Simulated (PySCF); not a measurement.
Cl$_{3}$NbO (SMILES [O]=[Nb]([Cl])([Cl])[Cl]), singlet, at a GFN2-xTB geometry (such geometries of metal compounds can be far from the true shape) (all electrons, no relativity), with bond 2-1 at 2.0 times its length; HF/3-21G in PySCF.

Here is a job for PySCF.
```python
from pyscf import gto, scf

mol = gto.M(
    atom='''
Nb    0.24007063   -0.10404666   -0.12692450
O     3.01027593   -1.30465424   -1.59152232
Cl    0.67383078    0.90501679    1.77581036
Cl   -0.80064917    1.36296239   -1.38848845
Cl   -1.21696291   -1.68558407    0.32313055
''',
    basis='3-21g',
    verbose=4,
)

mf = scf.RHF(mol)
mf.level_shift = 0.1
mf.max_cycle = 100
mf.kernel()
```

The log (banner, timings and long lists left out):

```
PySCF version 2.14.0

[INPUT] verbose = 4
[INPUT] num. atoms = 5
[INPUT] num. electrons = 100
[INPUT] charge = 0
[INPUT] spin (= nelec alpha-beta = 2S) = 0
[INPUT] symmetry False subgroup None
[INPUT] Mole.unit = angstrom
[INPUT] Symbol           X                Y                Z      unit          X                Y                Z       unit  Magmom
[INPUT]  1 Nb     0.240070630000  -0.104046660000  -0.126924500000 AA    0.453667741252  -0.196619691576  -0.239852543497 Bohr   0.0
[INPUT]  2 O      3.010275930000  -1.304654240000  -1.591522320000 AA    5.688597067070  -2.465439200853  -3.007541305932 Bohr   0.0
[INPUT]  3 Cl     0.673830780000   0.905016790000   1.775810360000 AA    1.273355628502   1.710233871233   3.355795229565 Bohr   0.0
[INPUT]  4 Cl    -0.800649170000   1.362962390000  -1.388488450000 AA   -1.513007653160   2.575625635183  -2.623862897622 Bohr   0.0
[INPUT]  5 Cl    -1.216962910000  -1.685584070000   0.323130550000 AA   -2.299726603654  -3.185292252230   0.610628241980 Bohr   0.0

nuclear repulsion = 732.049005351794
number of shells = 40
number of NR pGTOs = 177
number of NR cGTOs = 84
basis = 3-21g
ecp = {}

******** <class 'pyscf.scf.hf.RHF'> ********
method = RHF
initial guess = minao
damping factor = 0
level_shift factor = 0.1
DIIS = <class 'pyscf.scf.diis.CDIIS'>
diis_start_cycle = 1
diis_space = 8
diis_damp = 0
SCF conv_tol = 1e-09
SCF conv_tol_grad = None
SCF max_cycles = 100
direct_scf = True
direct_scf_tol = 1e-13
Set gradient conv threshold to 3.16228e-05
Initial guess from minao.
init E= -5175.58882719782
  HOMO = -0.365785762775249  LUMO = -0.115226820520165  gap/eV = 6.81806
cycle= 1 E= -5180.68141370006  delta_E= -5.09  |g|= 1.41  |ddm|= 2.51
  HOMO = -0.379773780871462  LUMO = -0.341798916002058  gap/eV = 1.03335
cycle= 2 E= -5172.10881084391  delta_E= 8.57  |g|= 3.97  |ddm|= 4.37
  HOMO = -0.211918296229688  LUMO = -0.0613840437742489  gap/eV = 4.09625
cycle= 3 E= -5174.88250473471  delta_E= -2.77  |g|= 3.11  |ddm|= 1.48
  HOMO = -0.213796975601287  LUMO = -0.179816290356063  gap/eV = 0.92466
cycle= 4 E= -5180.3166953503  delta_E= -5.43  |g|=  2.5  |ddm|= 2.22
  HOMO = -0.233818865144927  LUMO = -0.0750684235659931  gap/eV = 4.31982
cycle= 5 E= -5180.12973380395  delta_E= 0.187  |g|= 2.66  |ddm|= 0.206
  HOMO = -0.232224008111136  LUMO = -0.0741204751270944  gap/eV = 4.30222
cycle= 6 E= -5180.22379800893  delta_E= -0.0941  |g|= 2.58  |ddm|= 0.0557
  HOMO = -0.45241823526  LUMO = -0.0622267687913513  gap/eV = 10.61765
cycle= 7 E= -5181.27003918045  delta_E= -1.05  |g|=  1.2  |ddm|= 2.13
  HOMO = -0.408518508783266  LUMO = -0.00759972174934576  gap/eV = 10.90956
cycle= 8 E= -5181.22222709509  delta_E= 0.0478  |g|= 1.17  |ddm|= 0.225
  HOMO = -0.367986534413474  LUMO = -0.0177618332859913  gap/eV = 9.53010
cycle= 9 E= -5181.33452900251  delta_E= -0.112  |g|=    1  |ddm|= 0.166
  HOMO = -0.297420876123871  LUMO = -0.0365388865462781  gap/eV = 7.09896
cycle= 10 E= -5181.58692369469  delta_E= -0.252  |g|= 0.449  |ddm|= 0.495
  HOMO = -0.306210298119874  LUMO = -0.029898675307121  gap/eV = 7.51882
cycle= 11 E= -5181.62612553343  delta_E= -0.0392  |g|= 0.276  |ddm|= 0.166
  HOMO = -0.299543193161975  LUMO = -0.0306092505760494  gap/eV = 7.31807
cycle= 12 E= -5181.63588771806  delta_E= -0.00976  |g|= 0.169  |ddm|= 0.105
  HOMO = -0.299961881644784  LUMO = -0.0318780385014255  gap/eV = 7.29493
cycle= 13 E= -5181.63888437218  delta_E= -0.003  |g|= 0.0965  |ddm|= 0.087
  HOMO = -0.29702171646382  LUMO = -0.0314725596515767  gap/eV = 7.22596
cycle= 14 E= -5181.63965205119  delta_E= -0.000768  |g|= 0.038  |ddm|= 0.0813
  HOMO = -0.296652597012844  LUMO = -0.0322770198914649  gap/eV = 7.19403
cycle= 15 E= -5181.63930053741  delta_E= 0.000352  |g|= 0.0175  |ddm|= 0.0863
  HOMO = -0.297059725949975  LUMO = -0.0322863755022672  gap/eV = 7.20485
cycle= 16 E= -5181.63927149606  delta_E= 2.9e-05  |g|= 0.0117  |ddm|= 0.0385
  HOMO = -0.296684592061371  LUMO = -0.0321418400478197  gap/eV = 7.19857
cycle= 17 E= -5181.63929248117  delta_E= -2.1e-05  |g|= 0.00425  |ddm|= 0.0145
  HOMO = -0.296650978108982  LUMO = -0.0321361002272696  gap/eV = 7.19782
cycle= 18 E= -5181.63929620019  delta_E= -3.72e-06  |g|= 0.000966  |ddm|= 0.00496
  HOMO = -0.296674875140808  LUMO = -0.0321557675136863  gap/eV = 7.19793
cycle= 19 E= -5181.63929632839  delta_E= -1.28e-07  |g|= 0.000258  |ddm|= 0.00198
  HOMO = -0.296716990936061  LUMO = -0.0321641485452965  gap/eV = 7.19885
cycle= 20 E= -5181.63929629022  delta_E= 3.82e-08  |g|= 0.000362  |ddm|= 0.00101
  HOMO = -0.296705491513711  LUMO = -0.0321665226839998  gap/eV = 7.19847
cycle= 21 E= -5181.6392963039  delta_E= -1.37e-08  |g|= 0.000169  |ddm|= 0.000412
  HOMO = -0.296698279622207  LUMO = -0.0321642338900684  gap/eV = 7.19834
cycle= 22 E= -5181.6392963068  delta_E= -2.9e-09  |g|= 6.58e-05  |ddm|= 0.000178
  HOMO = -0.296699062881344  LUMO = -0.0321680066559944  gap/eV = 7.19826
cycle= 23 E= -5181.63929630752  delta_E= -7.21e-10  |g|= 2.71e-05  |ddm|= 0.000133
  HOMO = -0.29669365266152  LUMO = -0.132167501919611  gap/eV = 4.47698
Extra cycle  E= -5181.63929630434  delta_E= 3.18e-09  |g|= 0.000137  |ddm|= 0.00013
converged SCF energy = -5181.63929630434
```
